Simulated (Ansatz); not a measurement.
Start from `[F][Ge][O][SiH3]` and change one atom or group to get `[SiH3][O][GeH]`.

Ansatz, PBE0-D4/def2-TZVP geometries, multiplicity 1. Each molecule was computed in one conformer, which needn't be the lowest.

Scalar relativity is left out up to krypton.

```
                                      property  `[F][Ge][O][SiH3]`
         HOMO energy (ωB97M-V/def2-TZVPP) / eV              -10.77
         HOMO–LUMO gap (B3LYP/def2-TZVPP) / eV                5.86
          HOMO–LUMO gap (PBE0/def2-TZVPP) / eV                6.26
zero-point energy (PBE0-D4/def2-TZVP) / kJ/mol                82.1
size of the dipole moment (PBE/def2-TZVPP) / D                1.38
             LUMO energy (PBE/def2-TZVPP) / eV               -3.05
```

**Question.** Give the same properties after the change, and the shifts. (An estimate is asked.)

**Answer.** Ansatz gave: 
```tsv
property	`[SiH3][O][GeH]`	shift
HOMO energy (ωB97M-V/def2-TZVPP) / eV	-8.98	1.79
HOMO–LUMO gap (B3LYP/def2-TZVPP) / eV	3.91	-1.95
HOMO–LUMO gap (PBE0/def2-TZVPP) / eV	4.31	-1.95
zero-point energy (PBE0-D4/def2-TZVP) / kJ/mol	93.1	11.0
size of the dipole moment (PBE/def2-TZVPP) / D	0.73	-0.65
LUMO energy (PBE/def2-TZVPP) / eV	-3.33	-0.28
```

With PBE0 the HOMO rises by 1.71 eV and the LUMO falls by 0.24 eV, so the gap narrows by about 1.95 eV. PBE moves the HOMO by 1.60 eV and ωB97M-V by 1.79 eV. Dipoles are sizes alone; their direction can turn.

B3LYP here is the variant with VWN-RPA as its local correlation; programs differ in this.
